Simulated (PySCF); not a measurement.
A structure optimised at PBE0-D3(BJ)/def2-SVP, used in a PySCF frequency run:

```xyz
13

C      2.2497     0.1500     0.3191
B      0.7064     0.0387     0.1128
O      0.1164    -0.8662    -0.7291
C     -1.2784    -0.6253    -0.7452
C     -1.5067     0.4506     0.3364
O     -0.2072     0.8480     0.7334
H      2.5017     0.6101     1.2847
H      2.7368    -0.8329     0.2438
H      2.6811     0.7848    -0.4730
H     -1.8206    -1.5608    -0.5357
H     -1.5782    -0.2802    -1.7490
H     -2.0638     1.3220    -0.0423
H     -2.0511     0.0573     1.2112
```

**Question.** Write its SMILES and formula.

**Answer.** CB1OCCO1, C3H7BO2

**Question.** What are its rotational constants (standard atomic weights)?

**Answer.** 7.4458, 3.2254, 2.3523 GHz
